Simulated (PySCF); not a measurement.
C₃H₂O, SMILES C#CC=O. Atoms are numbered in the order given.

```xyz
6

C     -0.1340    -1.8760     0.0000
C      0.0892    -0.6834     0.0000
C      0.4082     0.7342     0.0000
O     -0.4172     1.6159     0.0000
H     -0.3472    -2.9297     0.0000
H      1.5045     0.9541     0.0000
```

Geometry optimised at B3LYP-D3(BJ)/def2-SVP.

The numbers are results of HF/def2-TZVPD run with PySCF, not measurements.

Symmetry labels are those of the subgroup Cs that the program uses (full group Cs).

Question: List the valence orbital energies around the gap with their symmetry. (Estimate from the structure and the level; the computed values follow.)

Answer: 
```json
[
 {"orbital": "HOMO−7", "symmetry": "A'", "energy (eV)": "-24.96"},
 {"orbital": "HOMO−6", "symmetry": "A'", "energy (eV)": "-20.61"},
 {"orbital": "HOMO−5", "symmetry": "A'", "energy (eV)": "-19.42"},
 {"orbital": "HOMO−4", "symmetry": "A'", "energy (eV)": "-18.21"},
 {"orbital": "HOMO−3", "symmetry": "A\"", "energy (eV)": "-15.39"},
 {"orbital": "HOMO−2", "symmetry": "A'", "energy (eV)": "-12.68"},
 {"orbital": "HOMO−1", "symmetry": "A'", "energy (eV)": "-11.74"},
 {"orbital": "HOMO", "symmetry": "A\"", "energy (eV)": "-11.59"},
 {"orbital": "LUMO", "symmetry": "A\"", "energy (eV)": "1.64"},
 {"orbital": "LUMO+1", "symmetry": "A'", "energy (eV)": "1.64"},
 {"orbital": "LUMO+2", "symmetry": "A'", "energy (eV)": "2.21"},
 {"orbital": "LUMO+3", "symmetry": "A'", "energy (eV)": "3.09"}
]
```
